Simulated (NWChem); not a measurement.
CH3FOSi; SMILES C(=O)[SiH2]F

```xyz
7

O      0.0822    -2.0847     0.0000
C     -0.5361    -1.0482     0.0000
Si     0.4674     0.5904     0.0000
F     -0.5518     1.8581     0.0000
H     -1.6616    -1.0514     0.0000
H      1.3007     0.6366    -1.2307
H      1.3007     0.6366     1.2307
```
Atoms are numbered in this order, from 1.

Computed with NWChem. Coordinates come from a PBE0/def2-SVP optimisation.

| atom | ESP charge (e) | Mulliken charge (e) |
|---|---|---|
| O1 | -0.392 | -0.20 |
| C2 | 0.307 | -0.01 |
| Si3 | 0.584 | 0.71 |
| F4 | -0.306 | -0.34 |
| H5 | 0.001 | 0.03 |
| H6 | -0.097 | -0.09 |
| H7 | -0.097 | -0.09 |

**Question.** Find the dipole moment that each set of point charges gives, and compare with the B3LYP/def2-SVP density's own.

**Answer.** 
1. μ = Σ q r × 4.8032 D/(e Å). ESP charges give (-0.04, 0.71, 0.00) D, of length 0.71 D.
2. Mulliken charges give (1.08, 0.33, 0.00) D, of length 1.1 D.
3. The density's dipole is 0.74 D: the ESP set is off by 0.03 D in length and the Mulliken set by 0.4 D. ESP charges are fitted to the potential outside the molecule; Mulliken charges are a partition of the basis functions.
